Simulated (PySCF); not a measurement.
**Broadened absorption spectrum of C5H9NO**

C5H9NO.
SMILES: `C=CCCNC=O`

Level of theory: PySCF 2.14.0, density-fitted response routines, TDDFT PBE0/def2-SVPD, vertical, gas phase, core orbitals frozen in the response. Isolated species at its GFN2-xTB geometry (one conformer only). Torsions of this conformer, `[CH2:1]=[CH:2][CH2:3][CH2:4][NH:5][CH:6]=[O:7]`: C1–C2–C3–C4 -110°, C2–C3–C4–N5 -65°, C3–C4–N5–C6 -105°, C4–N5–C6–O7 -3°.

Computed states:

```
state  E (eV)       f
   S1    5.82  0.0014
   S2    6.43   0.041
   S3    6.67  0.0071
   S4    6.83   0.051
   S5    7.08   0.051
   S6    7.23   0.035
```

Broadening: Gaussians 0.25 eV wide at half height, area fixed by f = 4.319×10⁻⁹ ∫ε dν̃. The width is an assumption, not a result. The curve ends short of the highest state used, and states not computed would add to its high-energy end.

(1) What does the envelope look like, and where are its maxima?

(2) Coming from long wavelengths, where does ε first pass 100 L mol⁻¹ cm⁻¹?

(3) On this curve, what absorbance would a 10⁻³ mol/L sample give at 222 nm over a 1 cm path?

Answers

(1) 
```csv
λ (nm),ε (L mol⁻¹ cm⁻¹)
187.0,2340
187.8,2311
188.5,2488
189.2,2819
190.0,3312
190.7,3762
191.5,4197
192.2,4430
192.9,4481
193.7,4297
194.4,3948
195.1,3467
195.9,2831
196.6,2263
197.3,1733
198.1,1213
198.8,850
199.6,539
200.3,347
201.0,216
201.8,120
202.5,71
203.2,42
204.0,27
204.7,23
205.5,26
206.2,33
206.9,44
207.7,60
208.4,75
209.1,93
209.9,112
210.6,127
211.3,139
212.1,149
212.8,152
213.6,150
214.3,143
215.0,132
215.8,116
216.5,100
217.2,84
218.0,67
218.7,53
219.5,39
220.2,29
220.9,21
221.7,14
222.4,10
223.1,7
223.9,4
224.6,3
225.3,2
226.1,1
226.8,1
227.6,0
```

Maxima: 213 nm (5.82 eV), ε about 150, made up of S1 (100%); 193 nm (6.43 eV), ε about 4500, made up of S2 (99%) (ε in L mol⁻¹ cm⁻¹; maxima over ε = 5, shares over 10%). At its high-energy end, 6.63 eV, the curve is still rising (ε about 2300, from S2, S3 and S4).

(2) At about 217 nm (5.73 eV), 0.10 eV below S1.

(3) 222 nm is 5.585 eV, where ε is about 12 L mol⁻¹ cm⁻¹, so A = ε c l ≈ 0.012 (Beer–Lambert, with the gas-phase spectrum and the assumed width).

The run took 29 s on an Arm Neoverse V2 with one thread, on a shared host, and the process peaked at 0.87 GiB of memory.
